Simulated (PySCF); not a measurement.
# How the functional moves excitation energies

Compound: GeH7NSi.
SMILES: `N[SiH2][GeH3]`

Linear-response calculations in the def2-SVPD basis (PySCF; singlets by full response, triplets Tamm–Dancoff, core orbitals frozen in the response; HF means time-dependent Hartree–Fock). 'Strongest' is the level of largest summed f among the singlets computed (10 roots, of which the last may lack a degenerate partner); it can jump between rows when another state enters that window. S1 is the lowest singlet of each run and needn't be the same state throughout; f(S1) is that of one state. One conformer (not necessarily the lowest) at the PBE0-D3(BJ)/def2-SVP geometry, without solvent, vibrations or thermal averaging. The LDA/def2-SVPD calculation is non-relativistic and has no spin–orbit coupling, an omission that weighs most on germanium.

```csv
functional,kind,S1 (eV),f(S1),strongest (eV),T1 (eV),HOMO (eV),gap (eV),"ionisation energy, ΔSCF (eV)"
LDA,LDA,5.25,0.005,6.85,5.00,-6.15,5.13,9.22
PBE,GGA,5.30,0.005,6.91,5.00,-6.06,5.19,9.11
B3LYP,"global hybrid, 20% exact exchange",5.77,0.006,7.34,5.43,-7.17,6.85,9.39
PBE0,"global hybrid, 25% exact exchange",5.91,0.006,7.56,5.52,-7.38,7.30,9.39
BHandHLYP,"global hybrid, 50% exact exchange",6.36,0.008,7.72,5.92,-8.59,9.21,9.52
CAM-B3LYP,range-separated hybrid,6.09,0.008,7.82,5.70,-8.74,9.51,9.58
wB97X-D,range-separated hybrid,6.18,0.008,8.39,5.85,-9.25,10.86,9.54
HF,Hartree–Fock,7.14,0.012,8.60,6.36,-10.36,12.65,not settled
```

Problem. What does LC-wPBE (range-separated hybrid) give?

Solution. S1 (eV) 6.54, f(S1) 0.008, strongest (eV) 8.08, T1 (eV) 6.02, HOMO (eV) -10.07, gap (eV) 11.96, ionisation energy, ΔSCF (eV) 9.79. S1 runs from 5.25 eV (LDA) to 7.14 eV (HF), a spread of 1.89 eV, while the orbital gap spreads over 7.5 eV. Along PBE (0%), B3LYP (20%), PBE0 (25%), BHandHLYP (50%), HF (100%) S1 rises with the share of exact exchange. −ε(HOMO) comes closest to its own ΔSCF ionisation energy with LC-wPBE (+0.28 eV) and misses most with LDA (-3.07 eV). 'Not settled' means that the ion's SCF failed to converge or may have ended in another state than the lowest.

Without π bonds the low states are Rydberg-like; a valence basis with one diffuse set may place them up to an eV too high.
